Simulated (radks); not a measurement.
The numbers below are computed, except where a source is named.
Problem. Ionisation of neutral niobium, [Kr] 4d4 5s1, to Nb+, [Kr] 4d4, under several functionals. Dirac Kohn-Sham, spin-unpolarised, spherical densities, point nucleus; open shells are shared between the two j in proportion to 2j + 1; a radial shooting solver on a logarithmic mesh with Libxc functionals. The NIST Atomic Spectra Database gives 6.759 eV (measured). Rank these functionals by the error of their Delta-SCF ionisation energy: PBE; LDA (Slater exchange, VWN5 correlation); BP86.

Solution. From best to worst: BP86 6.832 eV (+0.073); PBE 6.638 eV (-0.121); LDA (Slater exchange, VWN5 correlation) 6.907 eV (+0.148). Spin polarisation and multiplet splitting are left out, so open shells lie too high by an amount that depends on their filling. Sharing an open shell by 2j + 1 raises it above the true ground level by a part of the spin-orbit splitting, which enters the differences from NIST.

Beside tabulated values, note that spin-unpolarised runs miss the spin-polarisation part of the exchange energy of open shells.
